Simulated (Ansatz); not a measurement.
`C=C(C)[SiH3]` + `F[SiH2]N[SiH3]` → `F[SiH2]N([SiH3])[SiH3]` + `C=CC` at 400 K and 1 bar (ligand exchange at the Si–C bond).

Calculated with Ansatz (gas phase, PBE0-D4/def2-TZVP geometries, no zero-point term in ΔE). CBS: MP2 limit from def2 TZ/QZ plus the TZ coupled-cluster correction, frozen cores. This one scheme is used for every species. One conformer a species, not always the lowest.

| species | CCSD(T)/CBS energy (Eh) | H − E (kJ/mol) | S (J/(mol·K)) |
| --- | --- | --- | --- |
| `C=C(C)[SiH3]` | -408.02495 | 279.4 | 351.5 |
| `F[SiH2]N[SiH3]` | -736.37696 | 194.2 | 372.8 |
| `F[SiH2]N([SiH3])[SiH3]` | -1026.67748 | 245.2 | 439.6 |
| `C=CC` | -117.74610 | 229.7 | 285.2 |

H − E and S are ideal-gas, rigid-rotor, harmonic terms from PBE0-D4/def2-TZVP, for one conformer and one mirror image of each species. 1 Eh = 2625.50 kJ/mol, R = 8.31446 J/(mol·K).

**Question.** By hand: ΔE, ΔH, ΔS and ΔG.

**Answer.** ΔE = (-1026.67748) + (-117.74610) − (-408.02495) − (-736.37696) = -0.02167 Eh = -56.9 kJ/mol. Δ(H − E) = 245.2 + 229.7 − 279.4 − 194.2 = 1.3, so ΔH = -55.6 kJ/mol. ΔS = 439.6 + 285.2 − 351.5 − 372.8 = 0.5 J/(mol·K). ΔG = -55.6 − 400 × (0.5)/1000 = -55.8 kJ/mol.

**Question.** By hand: the equilibrium constant, and the temperature at which ΔG would vanish if ΔH and ΔS stayed fixed.

**Answer.** log₁₀ K = −ΔG/(RT ln 10) = 7.3. ΔH and −TΔS have one sign here, so there is no such temperature. One of them is within its doubt of zero, so this could turn.

The number of gas molecules stays the same, so ΔS is small and ΔH decides. A doubt of 5 kJ/mol in ΔE shifts log₁₀ K by 0.7 here. Other conformers and mirror images would add mixing entropy, several J/(mol·K) or more a flexible species. Modes under 60 cm⁻¹, often nearly free rotors, make the harmonic entropy too high. These are equilibria of isolated gas molecules and say nothing of rates. Largest T1 diagnostic: 0.012 (customary marks: 0.02 for closed shells, 0.045 for open ones).
